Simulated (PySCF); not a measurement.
wavenumber (cm⁻¹), absorption (km/mol per cm⁻¹) and a bar:
```
        0      0.002 
        6      0.003 
       11      0.003 
       17      0.004 
       22      0.005 
       28      0.008 
       34      0.015 
       39      0.044 
       45      0.083 
       50      0.025 
       56      0.011 
       62      0.007 
       67      0.006 
       73      0.005 
       78      0.005 
       84      0.005 
       90      0.005 
       95      0.005 
      101      0.005 
      106      0.005 
      112      0.006 
      118      0.006 
      123      0.007 
      129      0.007 
      134      0.008 
      140      0.008 
      146      0.009 
      151      0.010 
      157      0.011 
      162      0.013 
      168      0.014 
      174      0.016 
      179      0.018 
      185      0.021 
      190      0.025 
      196      0.029 
      201      0.035 
      207      0.043 
      213      0.054 
      218      0.070 
      224      0.093 
      229      0.131 #
      235      0.197 #
      241      0.329 ##
      246      0.647 ###
      252      1.706 ########
      257      6.248 ##############################
      263      3.730 ##################
      269      1.099 #####
      274      0.479 ##
      280      0.263 #
      285      0.166 #
      291      0.113 #
      297      0.082 
      302      0.063 
      308      0.049 
      313      0.040 
      319      0.033 
      325      0.027 
      330      0.023
```

This is the computed harmonic infrared spectrum of doublet ZrI₃, Lorentzian lines of 8 cm⁻¹ full width. Computed with PySCF, UPBE, basis Zr def2-TZVP with ECP28, I def2-TZVP with ECP28 (scalar-relativistic core potentials, no spin–orbit coupling, density fitting).

**Question.** Which bands make it up, and how are they assigned?

**Answer.** In D3h symmetry, counting bands above 1 % of the strongest: 44 cm⁻¹ (a2'', 1.1 km/mol); 259 cm⁻¹ (e', 92 km/mol).

Other isomers or separated fragments may lie lower. Other spin states or occupations of the open shell can lie lower. With an element this heavy the missing spin–orbit coupling can shift these numbers.
